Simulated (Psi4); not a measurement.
C₂H₆BFO (SMILES COB(C)F), singlet, geometry from GFN2-xTB; CCSD/cc-pVDZ in Psi4 1.11.

Input for Psi4:
```
memory 2 GB

molecule {
0 1
  B    -0.02726911    0.00952520    0.51280596
  F    -0.42472207   -0.56170126    1.65631313
  C     0.75389314    1.39538477    0.57643490
  H     1.73902482    1.32154115    0.12048735
  H     0.88773193    1.71693558    1.60441521
  H     0.21571706    2.18165229    0.05086812
  O    -0.35905890   -0.69644921   -0.56651743
  C    -0.08104491   -0.35917147   -1.90116308
  H     0.55461067   -1.13689844   -2.33002145
  H    -1.02384698   -0.32798179   -2.45118360
  H     0.42098833    0.60675044   -1.98490499
}

set basis cc-pvdz
set freeze_core true

energy('ccsd')
print_variables()
```

Predict the main parts of the log of this Psi4 run.


```
   => Loading Basis Set <=

    Name: CC-PVDZ
    Role: ORBITAL
    Keyword: BASIS

         ---------------------------------------------------------
                                   SCF
               by Justin Turney, Rob Parrish, Andy Simmonett
                          and Daniel G. A. Smith
                              RHF Reference
         ---------------------------------------------------------

  ==> Geometry <==

    Molecular point group: c1
    Full point group: C1

    Geometry (in Angstrom), charge = 0, multiplicity = 1:

       Center              X                  Y                   Z               Mass
    ------------   -----------------  -----------------  -----------------  -----------------
         B            0.015099333204     0.073634898207     0.419111588167    11.009305360000
         F           -0.382353626796    -0.497591561793     1.562618758167    18.998403162730
         C            0.796261583204     1.459494468207     0.482740528167    12.000000000000
         H            1.781393263204     1.385650848207     0.026792978167     1.007825032230
         H            0.930100373204     1.781045278207     1.510720838167     1.007825032230
         H            0.258085503204     2.245761988207    -0.042826251833     1.007825032230
         O           -0.316690456796    -0.632339511793    -0.660211801833    15.994914619570
         C           -0.038676466796    -0.295061771793    -1.994857451833    12.000000000000
         H            0.596979113204    -1.072788741793    -2.423715821833     1.007825032230
         H           -0.981478536796    -0.263872091793    -2.544877971833     1.007825032230
         H            0.463356773204     0.670860138207    -2.078599361833     1.007825032230

  Running in c1 symmetry.

  Rotational constants: A =      0.25817  B =      0.12953  C =      0.08911 [cm^-1]
  Rotational constants: A =   7739.64981  B =   3883.11328  C =   2671.54652 [MHz]
  Nuclear repulsion =  171.238116100672812

  Charge       = 0
  Multiplicity = 1
  Electrons    = 40
  Nalpha       = 20
  Nbeta        = 20

  ==> Algorithm <==

  SCF Algorithm Type is PK.
  DIIS enabled.
  MOM disabled.
  Fractional occupation disabled.
  Guess Type is SAD.
  Energy threshold   = 1.00e-08
  Density threshold  = 1.00e-08
  Integral threshold = 1.00e-12

  ==> Primary Basis <==

  Basis Set: CC-PVDZ
    Blend: CC-PVDZ
    Number of shells: 48
    Number of basis functions: 100
    Number of Cartesian functions: 105
[...]
  @RHF Final Energy:  -278.34712665965668
    Total Energy =                       -278.3471266596566807
[...]
    10        -0.780531072677546    5.046e-06    0.012101    0.050128    0.050128    0.135229
    11        -0.780531114047537    1.873e-06    0.012101    0.050127    0.050127    0.135229
    12        -0.780531069544210    6.602e-07    0.012101    0.050127    0.050127    0.135229
    13        -0.780531068104368    2.530e-07    0.012101    0.050127    0.050127    0.135229
    14        -0.780531069275441    7.495e-08    0.012101    0.050127    0.050127    0.135229

    Iterations converged.

    Largest TIA Amplitudes:
              7   1        -0.0362129464
             13   1        -0.0229881266
              8   1        -0.0137819745
              7   5         0.0106251226
              9   7         0.0101727179
              7  11         0.0101414009
              6  10         0.0096116199
             13   5         0.0095203922
             13  11         0.0086680427
             14  12         0.0067191225

    Largest TIjAb Amplitudes:
     10  10  16  16        -0.0226502488
     13  13   1   1        -0.0213709595
     10  10   3   3        -0.0210795888
     11  11   6   6        -0.0205955910
      7   7   1   1        -0.0180758079
     13  13  31  31        -0.0165421177
     10  10  23  23        -0.0156496550
     14  14  12  12        -0.0153931220
     11  11  25  25        -0.0150772552
      8   8   1   1        -0.0146212411

    SCF energy       (wfn)                    = -278.347126659656681
    Reference energy (file100)                = -278.347126659656112

    Opposite-spin MP2 correlation energy      =   -0.553224638429866
    Same-spin MP2 correlation energy          =   -0.183729266972796
    Singles MP2 correlation energy            =   -0.000000000000000
    MP2 correlation energy                    =   -0.736953905402662
      * MP2 total energy                      = -279.084080565058798

    Opposite-spin CCSD correlation energy     =   -0.613040137053936
    Same-spin CCSD correlation energy         =   -0.167490932221504
    Singles CCSD correlation energy           =    0.000000000000000
    CCSD correlation energy                   =   -0.780531069275441
      * CCSD total energy                     = -279.127657728931581

  Variable Map:
  ----------------------------------------------------------------------------
[...]
  Array Variable Map:
  ----------------------------------------------------------------------------
[...]
[...]
```
